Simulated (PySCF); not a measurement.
Electron correlation in F⁺ (fluorine, charge +1)

[He] 2s2 2p4, high-spin 3P determinant. Computed with PySCF 2.14 in cc-pVDZ-DK (3s2p1d, 14 functions), with scalar relativity by spin-free X2C-1e. Frozen: 1s2; 6 electrons correlated.

MP2 pair energies summed by pair of shells (mhartree):

```csv
pair,energy,share (%)
2p-2p,-46.99,47.7
2s-2p,-44.19,44.8
2s-2s,-7.41,7.5
```

Total MP2 correlation energy: -98.58 mhartree.

Same-spin part -24.30 and opposite-spin part -74.29 mhartree; SCS-MP2 scales them by 1/3 and 6/5 to -97.24 mhartree.

| level | correlation energy (mhartree) |
| --- | --- |
| CCSD | -112.40 |
| (T) | -0.78 |
| CCSD(T) | -113.18 |

Diagnostics: T1 = 0.0035, D1 = 0.0058, largest double amplitude 0.042.

Cost of the coupled-cluster step: 0.14 s of wall time on 1 thread of Intel(R) Xeon(R) Platinum 8375C CPU @ 2.90GHz (shared host), for 6 correlated electrons.
